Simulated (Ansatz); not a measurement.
The cluster OsO3⁻. Total charge -1; doublet. Geometry PBE-D4/def2-TZVPD, basis def2-TZVPD, Ansatz.

```xyz
4

Os   -0.0356   -0.0404    0.0647
O    -1.0560    0.9521    1.0649
O     0.7132    0.8152   -1.2993
O     0.3783   -1.7269    0.1697
```

```
run  HOMO (eV)  LUMO (eV)
  A       0.42       1.34
  B      -2.40       3.36
  C      -3.27       3.77
  D      -0.88       2.23
  E       0.68       1.06
  F       0.79       1.32
```

In the def2 sets Os takes a core potential; there is no spin–orbit coupling. The structure comes from a short search, and lower isomers may exist.

HOMO and LUMO are taken over both spins.

The runs used CAM-B3LYP, LDA (SPW92), PBE, PBE0, r2SCAN, ωB97M-V. Estimate which is which.

A r2SCAN (0 % exact exchange); B CAM-B3LYP (range-separated); C ωB97M-V (range-separated); D PBE0 (25 % exact exchange); E LDA (SPW92) (0 % exact exchange); F PBE (0 % exact exchange). Exact exchange lowers occupied and raises empty levels; among semilocal functionals meta-GGAs tend to open the gap a little, and such runs are hard to tell apart. The gap grows from 0.37 eV (LDA (SPW92)) to 7.04 eV (ωB97M-V). At r2SCAN-D4/def2-TZVPD, LDA (SPW92)/def2-TZVPD, PBE-D4/def2-TZVPD the highest occupied level of the charge -1 doublet lies above zero (up to 0.79 eV). By energy differences its removal costs 2.63 eV (vertical, to the charge 0 singlet, at PBE-D4/def2-TZVPD); a positive level beside a positive removal energy at the same level points to self-interaction error.
